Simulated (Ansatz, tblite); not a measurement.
Removing and adding an electron: the cluster Zr₃O₆. The state is a singlet with charge 0. Geometry: PBE-D4/def2-SVP. Ansatz, gas phase; energy differences of separate SCF runs; the oxidised species was run as a doublet alone; the reduced species was run as a doublet alone.

Cartesian coordinates in Å:
```
Zr 1.475 -0.866 -1.222
Zr 0.461 -0.074 1.618
Zr -1.380 0.346 -0.900
O 1.529 -1.602 0.508
O -2.286 1.637 -1.727
O -1.470 0.129 1.096
O -0.242 -1.196 -1.915
O 0.761 0.768 -0.428
O 1.152 0.857 2.970
```

In the def2 sets Zr takes a core potential; there is no spin–orbit coupling. The xTB rows come from tblite. The structure comes from a short search, and lower isomers may exist.

(1) Estimate orbital energies and vertical ionisation energies and electron affinities at: GFN1-xTB; GFN2-xTB; PBE-D4/def2-TZVP; r2SCAN-D4/def2-TZVP; PBE0-D4/def2-TZVP.

## Answers

(1) 
| level | −HOMO (eV) | vertical IE (eV) | −LUMO (eV) | vertical EA (eV) | HOMO–LUMO gap (eV) | IE − EA (eV) |
| --- | --- | --- | --- | --- | --- | --- |
| GFN1-xTB | 11.07 | 13.76 | 9.12 | 6.32 | 1.95 | 7.44 |
| GFN2-xTB | 10.63 | 13.45 | 8.50 | 5.84 | 2.13 | 7.61 |
| PBE-D4/def2-TZVP | 5.72 | 8.36 | 4.12 | 2.22 | 1.60 | 6.13 |
| r2SCAN-D4/def2-TZVP | 5.96 | 8.44 | 3.78 | 2.33 | 2.19 | 6.11 |
| PBE0-D4/def2-TZVP | 7.15 | 8.78 | 3.58 | 2.41 | 3.57 | 6.37 |

   Raw xTB energy differences between charge states are shifted by several eV; the methods need an empirical correction for them. Sets without diffuse functions give affinities that are too small.
